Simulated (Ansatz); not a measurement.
Consider the substitution at a C–S bond: `CSCS[SiH3]` + CH₃OH → `COCS[SiH3]` + CH₃SH.

Computed with Ansatz on PBE0-D4/def2-TZVP structures; ΔE is electronic, products minus reactants. CCSD(T)/CBS is the MP2 limit (def2-TZVPP, def2-QZVPP) plus CCSD(T) − MP2 in def2-TZVPP, frozen cores. This one scheme is used for every species. Each species was taken in one conformer, which may not be the lowest.

`CSCS[SiH3]`:

Z-matrix (Å, degrees):
```
C
S 1 1.794
H 1 1.091 2 110.5
H 1 1.091 2 111.2 3 -122.3
H 1 1.090 2 106.8 3 118.8
C 2 1.791 1 100.5 3 56.8
S 6 1.824 2 116.4 1 -61.8
H 6 1.092 2 110.9 1 59.4
H 6 1.091 2 105.6 1 176.6
Si 7 2.137 6 100.0 2 -44.3
H 10 1.486 7 103.4 6 -164.0
H 10 1.484 7 113.5 6 78.4
H 10 1.485 7 110.7 6 -45.9
```

CH₃OH:

```xyz
6

C    -0.055    0.239    0.258
O    -0.022   -0.264   -1.057
H    -0.418    1.265    0.199
H     0.937    0.255    0.725
H    -0.738   -0.327    0.905
H     0.296   -1.168   -1.030
```

`COCS[SiH3]`:

```xyz
13

C    -0.674   -1.677    0.687
O     0.399   -1.152   -0.058
C     0.015   -0.445   -1.183
S    -0.838    1.150   -0.848
Si    0.672    2.038    0.370
H    -1.285   -2.351    0.072
H    -1.313   -0.879    1.079
H    -0.242   -2.238    1.514
H     0.920   -0.239   -1.754
H    -0.692   -1.010   -1.804
H     0.721    1.457    1.735
H     1.999    1.870   -0.278
H     0.319    3.476    0.467
```

CH₃SH:

```xyz
6

C    -0.146   -0.439   -0.166
S    -0.048    1.365   -0.169
H     0.835   -0.892   -0.308
H    -0.779   -0.710   -1.011
H    -0.607   -0.813    0.747
H     0.745    1.490    0.906
```

```json
{"species": "`CSCS[SiH3]`", "MP2/def2-QZVPP energy (Eh)": "-1165.40063"}
{"species": "CH₃OH", "MP2/def2-QZVPP energy (Eh)": "-115.55941"}
{"species": "`COCS[SiH3]`", "MP2/def2-QZVPP energy (Eh)": "-842.79041"}
{"species": "CH₃SH", "MP2/def2-QZVPP energy (Eh)": "-438.15657"}
```

(1) Work out ΔE.

Largest T1 diagnostic among the species: 0.012.

Answers

(1) ΔE = (-842.79041) + (-438.15657) − (-1165.40063) − (-115.55941) = 0.01306 Eh = +0.36 eV. CCSD(T)/CBS gives +0.29 eV.

The D4 term adds +0.08 eV with B3LYP and +0.04 eV with PBE0; it sums over pairs of atoms, weighted by their polarisabilities, and B3LYP, whose exchange is more repulsive, gets the larger term. In def2-TZVPP, CCSD(T) changes the Hartree–Fock value by +0.14 eV (the triples alone add +0.02 eV) and MP2 by +0.24 eV.

B3LYP here is the variant with VWN-RPA as its local correlation; programs differ in this.
